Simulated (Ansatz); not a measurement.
Input for Ansatz (a first-principles code): R-CCSD(T)/def2-SVP on AlH2I (SMILES [AlH2][I]), a point of a bond scan (R = 2.485 Å). Elements past Kr take the def2 small-core potentials; no spin–orbit coupling. The run froze 14 orbitals, filled d shells among them.

Ansatz 0.2 input:
```yaml
crystal:
  periodic: [false, false, false]
  atoms:
    - {symbol: Al, position_ang: [-1.02948799, -1.59301317, 0.26750098]}
    - {symbol: H, position_ang: [-0.51932809, -2.62382129, 1.33718988]}
    - {symbol: H, position_ang: [-2.32698290, -1.78051460, -0.59760769]}
    - {symbol: I, position_ang: [0.30621990, 0.47383976, -0.07956783]}
basis:
  gaussian:
    orbitals: def2-SVP
    pivot_positions_ang: [[-1.02948799, -1.59301317, 0.26750098], [-0.51932809, -2.62382129, 1.33718988], [-2.32698290, -1.78051460, -0.59760769], [0.30621990, 0.47383976, -0.07956783]]
magnetization: {spin_polarized: false}
correlation: {method: ccsd_t, electrons: outside_noble_gas}
scf: {lower_state_search: off}
output: {orbitals: {seedname: ./end}}
```

Task: Give the final energy of this run.

Result: -539.8976 hartree (reference determinant -539.7065, T1 diagnostic 0.011).
